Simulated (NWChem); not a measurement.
System: boric acid (H3BO3); SMILES OB(O)O

NWChem input:

```
start job
memory heap 200 mb stack 900 mb global 1100 mb
geometry units angstroms noautoz
  O     -0.960121     0.999409     0.000000
  B     -0.037938     0.001812     0.000000
  O      1.293053     0.344052     0.000000
  O     -0.514656    -1.277638     0.000000
  H     -0.534738     1.861480     0.000000
  H      1.907973    -0.392472     0.000000
  H      0.158477    -1.960235     0.000000
end
basis spherical
  * library def2-svp
end
dft
  xc xcamb88 1.00 lyp 0.81 vwn_5 0.19 hfexch 1.00
  cam 0.33 cam_alpha 0.19 cam_beta 0.46
  iterations 150
  vectors input atomic output neutral.movecs
end
task dft energy
charge 1
dft
  odft
  mult 2
  vectors input atomic output cation.movecs
end
task dft energy
```

Parts of the log:

```
             Northwest Computational Chemistry Package (NWChem) 7.3.0
             --------------------------------------------------------

 CS  symmetry detected

                             Geometry "geometry" -> ""
                             -------------------------

 Output coordinates in angstroms (scale by  1.889725989 to convert to a.u.)

  No.       Tag          Charge          X              Y              Z
 ---- ---------------- ---------- -------------- -------------- --------------
    1 O                    8.0000    -1.07243172     0.87239530     0.00000000
    2 B                    5.0000    -0.03423442    -0.00382821     0.00000000
    3 O                    8.0000     1.24437496     0.49998061     0.00000000
    4 O                    8.0000    -0.34948681    -1.33231166     0.00000000
    5 H                    1.0000    -0.75663705     1.78035501     0.00000000
    6 H                    1.0000     1.94545159    -0.15506578     0.00000000
    7 H                    1.0000     0.40270614    -1.92666211     0.00000000

 Effective nuclear repulsion energy (a.u.)     116.3487909799

      Symmetry information
      --------------------

 Group name             Cs
 Group number              2
 Group order               2
 No. of unique centers     7

                                 NWChem DFT Module
                                 -----------------

 Summary of "ao basis" -> "ao basis" (spherical)
 ------------------------------------------------------------------------------
       Tag                 Description            Shells   Functions and Types
 ---------------- ------------------------------  ------  ---------------------
 O                          def2-svp                 6       14   3s2p1d
 B                          def2-svp                 6       14   3s2p1d
 H                          def2-svp                 3        5   2s1p

      Symmetry analysis of basis
      --------------------------

        a'         52
        a"         19

            General Information
            -------------------
          SCF calculation type: DFT
          Wavefunction type:  closed shell.
          No. of atoms     :     7
          No. of electrons :    32
           Alpha electrons :    16
            Beta electrons :    16
          Charge           :     0
          Spin multiplicity:     1
          Use of symmetry is: on ; symmetry adaption is: on
          Maximum number of iterations: 150
          AO basis - number of functions:    71
                     number of shells:    33
          Convergence on energy requested:  1.00D-06
          Convergence on density requested:  1.00D-05
          Convergence on gradient requested:  5.00D-04

              XC Information
              --------------
                     Hartree-Fock (Exact) Exchange  1.000
                   CAM-Becke88 Exchange Functional  1.000
                      VWN V Correlation Functional  0.190 local
              Lee-Yang-Parr Correlation Functional  0.810

           Range-Separation Parameters
           ---------------------------
           Alpha           :  0.19
           Beta            :  0.46
           Gamma           :  0.33
           Short-Range HF  :     F

             Grid Information
             ----------------
          Grid used for XC integration:  medium
          Radial quadrature: Mura-Knowles
          Angular quadrature: Lebedev.
          Tag              B.-S. Rad. Rad. Pts. Rad. Cut. Ang. Pts.
          ---              ---------- --------- --------- ---------
          O                   0.60       49           9.0       434
          B                   0.85       49           8.0       434
          H                   0.35       45          11.0       434
          Grid pruning is: on
          Number of quadrature shells:   331
          Spatial weights used:  Erf1

      Superposition of Atomic Density Guess
      -------------------------------------

 Sum of atomic energies:        -250.07529330

      Non-variational initial energy
      ------------------------------

 Total energy =    -251.612756
 1-e energy   =    -573.054677
 2-e energy   =     205.093130
 HOMO         =      -0.490815
 LUMO         =       0.053899

      Symmetry analysis of molecular orbitals - initial
      -------------------------------------------------

  Numbering of irreducible representations:

     1 a'          2 a"

  Orbital symmetries:

     1 a'          2 a'          3 a'          4 a'          5 a'
     6 a'          7 a'          8 a'          9 a'         10 a'
    11 a'         12 a"         13 a'         14 a'         15 a"
    16 a"         17 a'         18 a'         19 a"         20 a'
    21 a'         22 a'         23 a'         24 a"         25 a'
    26 a'

   convergence    iter        energy       DeltaE   RMS-Dens  Diis-err
 ---------------- ----- ----------------- --------- --------- ---------
 d= 0,ls=0.0,diis     1   -252.1041841201 -3.68D+02  1.34D-02  9.42D-01
 d= 0,ls=0.0,diis     2   -252.1390898316 -3.49D-02  5.71D-03  8.07D-01
 d= 0,ls=0.0,diis     3   -252.2072196546 -6.81D-02  8.59D-04  1.22D-02
 d= 0,ls=0.0,diis     4   -252.2083885047 -1.17D-03  2.33D-04  6.67D-04
 d= 0,ls=0.0,diis     5   -252.2084348529 -4.63D-05  9.11D-05  2.05D-04
  Resetting Diis
 d= 0,ls=0.0,diis     6   -252.2084531891 -1.83D-05  2.45D-05  3.12D-06
 d= 0,ls=0.0,diis     7   -252.2084536271 -4.38D-07  4.56D-06  7.99D-08

         Total DFT energy =     -252.208453627058
      One electron energy =     -577.149016085188
           Coulomb energy =      239.598782400145
    Exchange-Corr. energy =      -31.007010921902
 Nuclear repulsion energy =      116.348790979888

 Numeric. integr. density =       32.000006344658

                  Occupations of the irreducible representations
                  ----------------------------------------------

                     irrep           alpha         beta
                     --------     --------     --------
                     a'               13.0         13.0
                     a"                3.0          3.0

                       DFT Final Molecular Orbital Analysis
                       ------------------------------------

 Vector   14  Occ=2.000000D+00  E=-4.090525D-01  Symmetry=a'
              MO Center=  3.2D-01, -4.7D-01,  3.0D-15, r^2= 2.4D+00
   Bfn.  Coefficient  Atom+Function         Bfn.  Coefficient  Atom+Function
  ----- ------------  ---------------      ----- ------------  ---------------
    46      0.404710  4 O  px                33      0.396623  3 O  py
    36      0.252479  3 O  py                49      0.251469  4 O  px
    47      0.218747  4 O  py                19      0.152647  2 B  py
    32      0.148188  3 O  px                45     -0.143780  4 O  s
    50      0.139610  4 O  py                31      0.116494  3 O  s

 Vector   15  Occ=2.000000D+00  E=-3.903551D-01  Symmetry=a"
              MO Center=  5.1D-01, -2.8D-01, -2.1D-15, r^2= 2.1D+00
   Bfn.  Coefficient  Atom+Function         Bfn.  Coefficient  Atom+Function
  ----- ------------  ---------------      ----- ------------  ---------------
    34      0.478434  3 O  pz                48     -0.418857  4 O  pz
    37      0.363622  3 O  pz                51     -0.313012  4 O  pz
     6     -0.096083  1 O  pz                 9     -0.070562  1 O  pz
    27     -0.033956  2 B  d  1              25      0.029096  2 B  d -1

 Vector   16  Occ=2.000000D+00  E=-3.773936D-01  Symmetry=a"
              MO Center= -7.1D-01,  3.1D-01, -2.1D-15, r^2= 1.9D+00
   Bfn.  Coefficient  Atom+Function         Bfn.  Coefficient  Atom+Function
  ----- ------------  ---------------      ----- ------------  ---------------
     6      0.532302  1 O  pz                 9      0.397262  1 O  pz
    48     -0.319834  4 O  pz                51     -0.242013  4 O  pz
    34     -0.173118  3 O  pz                37     -0.132065  3 O  pz
    25      0.039003  2 B  d -1              27      0.030545  2 B  d  1

 Vector   17  Occ=0.000000D+00  E= 6.330331D-02  Symmetry=a'
              MO Center=  1.2D+00, -8.5D-01, -1.3D-15, r^2= 4.2D+00
   Bfn.  Coefficient  Atom+Function         Bfn.  Coefficient  Atom+Function
  ----- ------------  ---------------      ----- ------------  ---------------
    63      0.844160  6 H  s                 68      0.784322  7 H  s
    31     -0.587345  3 O  s                 45     -0.535269  4 O  s
     3     -0.338756  1 O  s                 17      0.296986  2 B  s
    58      0.233935  5 H  s                 49     -0.205667  4 O  px
    36      0.185481  3 O  py                35     -0.164539  3 O  px

 Vector   18  Occ=0.000000D+00  E= 1.295017D-01  Symmetry=a'
              MO Center= -3.8D-01,  1.6D+00, -2.7D-15, r^2= 4.1D+00
   Bfn.  Coefficient  Atom+Function         Bfn.  Coefficient  Atom+Function
  ----- ------------  ---------------      ----- ------------  ---------------
    58      1.326250  5 H  s                  3     -0.794836  1 O  s
    63     -0.540059  6 H  s                 17      0.489734  2 B  s
    68     -0.429427  7 H  s                  8     -0.354735  1 O  py
     5     -0.227280  1 O  py                22     -0.203685  2 B  py
    35      0.169420  3 O  px                50     -0.141188  4 O  py

 Vector   19  Occ=0.000000D+00  E= 1.440453D-01  Symmetry=a'
              MO Center=  1.3D+00, -1.3D+00,  3.9D-17, r^2= 4.1D+00
   Bfn.  Coefficient  Atom+Function         Bfn.  Coefficient  Atom+Function
  ----- ------------  ---------------      ----- ------------  ---------------
    68     -1.230800  7 H  s                 63      1.119172  6 H  s
    45      0.717037  4 O  s                 31     -0.685492  3 O  s
    49      0.233628  4 O  px                50     -0.212820  4 O  py
    35     -0.211393  3 O  px                36      0.179404  3 O  py
    67     -0.143151  7 H  s                 62      0.141045  6 H  s

[...]
```

Level: CAM-B3LYP/def2-SVP, vertical spin-unrestricted ions. Coordinates come from a PBE0/def2-SVP optimisation.
